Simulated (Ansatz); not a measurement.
The cluster Al3Sb3⁺. Charge 1, multiplicity 2. Geometry PBE0-D4/def2-SVP, basis def2-TZVP, Ansatz.

```xyz
6

Al    0.292   -3.702    0.265
Al    0.614    1.219    0.694
Al   -1.071    1.316   -1.385
Sb    0.414   -1.145    1.736
Sb   -0.245    3.423   -0.274
Sb   -0.006   -1.112   -1.036
```

```csv
run,HOMO (eV),LUMO (eV)
A,-8.45,-8.11
B,-8.72,-8.12
C,-8.70,-8.27
D,-9.39,-7.68
E,-8.90,-8.19
```

In the def2 sets Sb takes a core potential; there is no spin–orbit coupling. Another isomer (doublet) lies 0.46 eV lower at PBE0-D4/def2-TZVP; other spin states weren't run for this one.

HOMO and LUMO are taken over both spins.

The runs used B97M-V, BLYP, PBE, PBE0, r2SCAN. Estimate which is which.

A BLYP (0 % exact exchange); B B97M-V (0 % exact exchange); C PBE (0 % exact exchange); D PBE0 (25 % exact exchange); E r2SCAN (0 % exact exchange). Exact exchange lowers occupied and raises empty levels; among semilocal functionals meta-GGAs tend to open the gap a little, and such runs are hard to tell apart. The gap grows from 0.34 eV (BLYP) to 1.71 eV (PBE0).
